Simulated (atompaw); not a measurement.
Logarithmic derivatives: Pd, PAW (atompaw)

Pd (Z = 46), PAW, made with atompaw 4.2.0.5 (PBE, scalar-relativistic). Core [Ar] 3d10, reference 4s2 4p6 4d8.5 5s0 5p0 (charge +1.5). Waves: 4s (bound); 5s (bound, empty); 4p (bound); 5p (bound, empty); 4d (bound); 4d channel at 0.8 Ry. Local part: troulliermartins scheme with l = 3 at 0 Ry, radius 1.75 bohr. Core correction: smooth core density matched at 1.15 bohr. Augmentation charge: besselshape compensation charge, radius 1.70 bohr; PAW radius 1.80 bohr; waves and projectors: bloechl.

The phase is arctan(r·u′/u) with u = r·R(r), unwrapped; energies in Ry, scanned from -10 to 5 Ry. A pole is an energy at which the radial function vanishes at the test radius. The pseudo phase is shifted by a multiple of π to meet the all-electron one at the reference energy, and phase errors are pseudo minus all-electron; the curves can meet again beyond the range given. Levels narrower than the energy grid can be missing from the lists of poles.

| channel | radius (bohr) | reference energy (Ry) | poles, all-electron | poles, pseudo | unbroken range about the reference energy with phases within 0.05 rad | phase error 1 Ry above the reference energy (rad) |
| --- | --- | --- | --- | --- | --- | --- |
| s | 1.81 | -1.14 | -7.29 | -7.29 | below 3.2 | -0.004 |
| p | 1.81 | -0.73 | -4.52 | -4.53 | the whole range | -0.000 |
| d | 1.81 | -1.52 | -0.16 | -0.16 | the whole range | -0.000 |

Phases in the p channel:

```json
{"E (Ry)": "-10.00", "all-electron": "1.357", "pseudo": "1.357"}
{"E (Ry)": "-9.52", "all-electron": "1.347", "pseudo": "1.347"}
{"E (Ry)": "-9.04", "all-electron": "1.336", "pseudo": "1.335"}
{"E (Ry)": "-8.56", "all-electron": "1.322", "pseudo": "1.321"}
{"E (Ry)": "-8.08", "all-electron": "1.304", "pseudo": "1.303"}
{"E (Ry)": "-7.60", "all-electron": "1.279", "pseudo": "1.279"}
{"E (Ry)": "-7.12", "all-electron": "1.244", "pseudo": "1.243"}
{"E (Ry)": "-6.64", "all-electron": "1.184", "pseudo": "1.184"}
{"E (Ry)": "-6.16", "all-electron": "1.056", "pseudo": "1.055"}
{"E (Ry)": "-5.68", "all-electron": "0.569", "pseudo": "0.568"}
{"E (Ry)": "-5.20", "all-electron": "-1.075", "pseudo": "-1.075"}
{"E (Ry)": "-4.72", "all-electron": "-1.507", "pseudo": "-1.507"}
{"E (Ry)": "-4.24", "all-electron": "-1.631", "pseudo": "-1.631"}
{"E (Ry)": "-3.76", "all-electron": "-1.695", "pseudo": "-1.695"}
{"E (Ry)": "-3.28", "all-electron": "-1.738", "pseudo": "-1.738"}
{"E (Ry)": "-2.80", "all-electron": "-1.773", "pseudo": "-1.773"}
{"E (Ry)": "-2.32", "all-electron": "-1.806", "pseudo": "-1.806"}
{"E (Ry)": "-1.84", "all-electron": "-1.839", "pseudo": "-1.839"}
{"E (Ry)": "-1.36", "all-electron": "-1.876", "pseudo": "-1.876"}
{"E (Ry)": "-0.88", "all-electron": "-1.918", "pseudo": "-1.918"}
{"E (Ry)": "-0.40", "all-electron": "-1.971", "pseudo": "-1.971"}
{"E (Ry)": "0.08", "all-electron": "-2.040", "pseudo": "-2.040"}
{"E (Ry)": "0.56", "all-electron": "-2.134", "pseudo": "-2.135"}
{"E (Ry)": "1.04", "all-electron": "-2.272", "pseudo": "-2.274"}
{"E (Ry)": "1.52", "all-electron": "-2.486", "pseudo": "-2.492"}
{"E (Ry)": "2.00", "all-electron": "-2.821", "pseudo": "-2.838"}
{"E (Ry)": "2.48", "all-electron": "-3.276", "pseudo": "-3.307"}
{"E (Ry)": "2.96", "all-electron": "-3.712", "pseudo": "-3.746"}
{"E (Ry)": "3.44", "all-electron": "-4.016", "pseudo": "-4.047"}
{"E (Ry)": "3.92", "all-electron": "-4.208", "pseudo": "-4.235"}
{"E (Ry)": "4.40", "all-electron": "-4.332", "pseudo": "-4.357"}
{"E (Ry)": "4.88", "all-electron": "-4.418", "pseudo": "-4.441"}
```
